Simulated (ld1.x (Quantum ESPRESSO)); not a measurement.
# Building the TM potential for indium (In) (PBE, scalar-relativistic).

ld1.x (Quantum ESPRESSO) 7.5 input, shortened:

```
&input
   title='In', zed=49., rel=1, dft='PBE', iswitch=3,
   config='[Kr] 4d10 5s2 5p0 5d-2'
 /
 &inputp
   pseudotype=2, tm=.true., lloc=-1, rcloc=1.20,
   nlcc=.true., new_core_ps=.true., rcore=1.10
 /
3
5S  1  0   2.00   0.00  1.85  1.85  0.0
5P  2  1   0.00   0.00  2.05  2.05  0.0
5D  3  2  -2.00   0.25  1.55  1.55  0.0
 &test
   configts(1)='5s2 5p0'
 /
```

All-electron outer shells of the reference configuration (PBE, scalar-relativistic, ld1.x):

```csv
shell,level (eV),outermost node (bohr),outermost maximum (bohr)
5s,-14.92,1.02,2.11
5p,-8.43,1.14,2.64
```

(1) Estimate the cutoffs (Ry, on a coarse ladder) from which the occupation-weighted sum of valence levels, in a spherical-Bessel basis at the reference potential, stays within 10 and 1 mRy of its value at 400 Ry.

(2) Does the potential have ghost states?

(3) Tests: 5s2 5p1; 5s1 5p0; 5s2 5p0.5; 5s2 5p1.3; 5s0 5p3; 5s1 5p1; 5s1 5p2. Which has the largest error in its energy relative to the reference configuration, and how large is it?

Results:

(1) 18 Ry and 40 Ry.

(2) Ghost states, extra bound levels that the all-electron valence spectrum of the same l lacks: s at -201.0 eV, p at -63.6 eV, d at -25.4 eV. A true bound ghost makes a file unfit for plane-wave use.

(3) 5s1 5p0, with -119 meV (all-electron minus pseudo) on +19.23 eV.
